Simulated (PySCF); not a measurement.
PySCF input for AlH7O2Si2, SMILES [OH][Al]([OH])[SiH2][SiH3], B3LYP/pcSseg-1. Coordinates come from a TPSSh-D3(BJ)/def2-SVP optimisation. The structure was generated by enumeration; whether it is a known compound was not checked. The values are those of a single conformer.

```python
import numpy as np
from pyscf import gto, scf, dft
from pyscf.prop.nmr import rks as nmr

mol = gto.M(
    atom='''
    Si    2.44182813   -0.64573687    0.41825293
    Si    0.54579690   -0.73201413   -0.97095310
    Al   -1.27938725    0.48889325    0.05380182
    O    -1.38452792    2.16509178   -0.25450391
    O    -2.33624647   -0.37273979    1.08166079
    H     3.60038202   -1.38321499   -0.16147437
    H     2.12197738   -1.24036827    1.74826386
    H     2.84605846    0.77352267    0.63471061
    H     0.91590748   -0.14825246   -2.29501216
    H     0.19128862   -2.16719551   -1.18337096
    H    -2.01884566    2.80486671    0.08663922
    H    -3.08528908   -0.04527221    1.59136747
    ''',
    basis='pcSseg-1',
    charge=0,
    spin=0,
    max_memory=1600,
    verbose=3,
)
mf = dft.RKS(mol, xc='b3lyp')
mf.grids.level = 3
mf.conv_tol = 1e-10
mf.max_cycle = 100
mf.kernel()
n = nmr.NMR(mf)
n.verbose = 2
n.max_cycle_cphf = 60
sigma = n.kernel()
print('atom   isotropic/ppm   span/ppm')
for i, s in enumerate(sigma):
    w = np.linalg.eigvalsh((s + s.T) / 2)
    print(f'{mol.atom_symbol(i):2s}{i + 1:3d} {w.mean():14.3f} {w[2] - w[0]:11.3f}')
```

Program output:

```
converged SCF energy = -976.215130936972
atom   isotropic/ppm   span/ppm
Si  1        441.361      23.469
Si  2        482.727      49.764
Al  3        423.403     109.405
O   4        277.919     129.085
O   5        277.847     129.162
H   6         27.718       9.139
H   7         27.951       8.178
H   8         27.946       8.176
H   9         28.640       9.094
H  10         28.644       9.121
H  11         29.275      21.809
H  12         29.270      21.802
```

Self-consistency was reached.

Cost: roughly 60 core-seconds.
